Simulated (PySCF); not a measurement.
## La(NH2)3 at several levels of theory

Computed with PySCF 2.14.0 (density fitting, no spin-orbit coupling) at the geometry relaxed with PBE0:

```xyz
10
La(NH2)3 (singlet; a saddle point, relaxed within its symmetry)
La    0.0429    0.0001   -0.6486
N     2.2301    0.0000    0.0774
H     2.4881   -0.0002    1.0667
H     3.1170    0.0001   -0.4282
N    -1.1167    1.9187   -0.1546
H    -0.6972    2.7840    0.1907
H    -2.1251    2.0571   -0.0683
N    -1.1167   -1.9186   -0.1554
H    -0.6972   -2.7841    0.1895
H    -2.1251   -2.0571   -0.0692
```

```json
{"level": "PBE0", "basis": "La lcecp-1-SVP with ECP46, N def2-SVP, H def2-SVP", "state": "singlet", "HOMO (eV)": "-5.70", "gap (eV)": "4.49", "charge on La1 (e)": "0.99", "population of f-type functions on La1 (polarisation alone where 4f lies in the core)": "0.07", "dipole about the centre of mass (D)": "2.13", "largest force component (eV/Å)": "0.02"}
{"level": "HF", "basis": "the same", "state": "singlet", "HOMO (eV)": "-9.03", "gap (eV)": "9.51", "charge on La1 (e)": "1.45", "population of f-type functions on La1 (polarisation alone where 4f lies in the core)": "0.07", "dipole about the centre of mass (D)": "2.71", "largest force component (eV/Å)": "1.15"}
{"level": "PBE0", "basis": "La lcecp-1-TZVP with ECP46, N def2-TZVP, H def2-TZVP", "state": "singlet", "HOMO (eV)": "-5.90", "gap (eV)": "4.64", "charge on La1 (e)": "1.54", "population of f-type functions on La1 (polarisation alone where 4f lies in the core)": "0.10", "dipole about the centre of mass (D)": "2.41", "largest force component (eV/Å)": "0.41"}
```

In the lcecp rows the 4f levels are missing from HOMO and gap, and the state counts the valence alone.

Charges are Mulliken's, which hang on the basis. The relaxation used the grid (50, 194), these runs (75, 302) or, all-electron (x2c bases, spin-free X2C Hamiltonian), (99, 590).

Question: What does TPSSh with La lcecp-1-SVP with ECP46, N def2-SVP, H def2-SVP give here?

Answer: state singlet, HOMO (eV) -4.93, gap (eV) 3.53, charge on La1 (e) 0.97, population of f-type functions on La1 (polarisation alone where 4f lies in the core) 0.07, dipole about the centre of mass (D) 2.11, largest force component (eV/Å) 0.18. Time: 13 s on 2 threads of Arm Neoverse V1, with other jobs on the host, from an already converged density.

In the first row's basis the gap widens with exact exchange: 3.5 to 4.5 eV for TPSSh, PBE0 (a fixed share); 9.5 eV for Hartree–Fock (rising or full at long range).
